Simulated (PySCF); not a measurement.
EPR parameters of C4H4F3S

C4H4F3S (doublet state).
Z-matrix (Å and degrees, GFN2-xTB geometry), rows numbered from 1:
```
C 
S   1  1.6886
C   2  1.7302  1  102.81
C   3  1.3391  2  123.17  1  -179.51
C   4  1.4880  3  122.11  2   179.90
F   5  1.3416  4  113.40  3     1.35
F   5  1.3479  4  112.23  3  -119.17
F   5  1.3472  4  112.26  3   121.96
H   1  1.0693  2  121.15  3     2.20
H   1  1.0684  2  117.24  3  -179.82
H   3  1.0801  2  115.38  1     0.44
H   4  1.0774  3  123.10  2     0.06
```

The hyperfine couplings belong to this conformer and change with its torsions.

Identity: `[CH2]S/C=C/C(F)(F)F` [radical].

Method used: PySCF 2.14.0, UKS B3LYP, pcH-1 on C F H S, non-relativistic, mean-field spin-orbit, GIAO. Geometry: GFN2-xTB, one conformer, isolated molecule. The geometry wasn't refined by DFT: couplings that depend on bond lengths, twists or pyramidal angles can differ widely from those at the functional's own minimum. The SCF solution wasn't tested for stability.

```json
{"g1, g2, g3": "2.00203, 2.00296, 2.00770", "g_iso": "2.00423", "Form of g": "rhombic: the two nearest values differ by 16 % of g3 − g1", "⟨S²⟩": "0.7570 (exact 0.7500)", "α and β electrons": "36, 35", "Total energy": "-852.51107 Eh"}
```

Hyperfine couplings atom by atom, in G; T1 to T3 are the principal values of the dipolar part; ρ(0) is the spin density at the nucleus (MHz turned into gauss with g_iso; 10 G = 1 mT):

```
atom  isotope  a_iso  of which spin–orbit     T1     T2    T3  Mulliken spin population  ρ(0) (bohr⁻³)
  C1      13C   28.1                  0.1  -25.2  -25.1  50.3                      0.86         0.0699
  S2      33S    1.9                 -0.1   -7.5   -5.8  13.3                      0.14         0.0169
  C3      13C   -3.5                  0.0   -2.9    1.0   1.9                     -0.06        -0.0087
  C4      13C    3.9                  0.0   -4.0   -3.8   7.8                      0.13         0.0097
  C5      13C   -2.2                  0.0   -0.2    0.1   0.1                      0.00        -0.0055
  F6      19F   -0.2                  0.0   -0.6   -0.4   1.0                      0.00        -0.0001
  F7      19F    8.8                  0.0   -3.5   -3.3   6.8                      0.00         0.0059
  F8      19F    8.3                  0.0   -3.3   -3.2   6.5                      0.00         0.0055
  H9       1H  -19.8                  0.0  -12.0   -0.2  12.2                     -0.04        -0.0124
 H10       1H  -19.7                  0.0  -12.0   -0.2  12.2                     -0.04        -0.0124
 H11       1H    0.6                  0.0   -1.2   -1.2   2.4                      0.00         0.0004
 H12       1H   -3.1                  0.0   -1.2   -0.4   1.6                     -0.01        -0.0019
```

The Mulliken spin populations are largest on C1 (+0.86), S2 (+0.14) and C4 (+0.13). No atom but C1 exceeds +0.15. The angles at C1 add up to 360.0°, so it is planar; its axial dipolar tensor and the negative couplings of its protons fit spin in a p orbital normal to that plane.

Axes: g2 points within 13° of the C1–S2 bond and g3 points within 1° of the S2–C3 bond.

Under fast tumbling the dipolar parts average out, and these isotropic splittings remain: 1 × 1H (H9, I = 1/2, 2 lines) with 1.98 mT, 1 × 1H (H10, I = 1/2, 2 lines) with 1.97 mT, 3 × 19F (F6/F7/F8, I = 1/2, 4 lines) with 0.56 mT, 1 × 1H (H12, I = 1/2, 2 lines) with 0.31 mT and 1 × 1H (H11, I = 1/2, 2 lines) with 0.06 mT.

Means are taken over nuclei equivalent by connectivity, which assumes that they swap fast. H9 and H10 aren't averaged: C1 is flat or nearly so (angle sum 360°), and its turn about the short C1–S2 bond (1.69 Å) is taken as slow. The three 19F nuclei of mean +15.8 MHz run from -0.6 to 24.7 MHz in the frozen geometry.

The 33S coupling of S2 (5.4 MHz) shows only in satellite lines or after enrichment, since that isotope makes up about 0.76 % of natural sulfur.

The 13C coupling of C1 (78.9 MHz) shows only in satellite lines or after enrichment, since that isotope makes up about 1.07 % of natural carbon.

The spin density at the nucleus, in bohr⁻³, is negative for H9 (-0.0124), H10 (-0.0124) and C3 (-0.0087), for instance. A restricted open-shell determinant has no negative spin density anywhere; here it arises because α and β orbitals differ (spin polarisation).
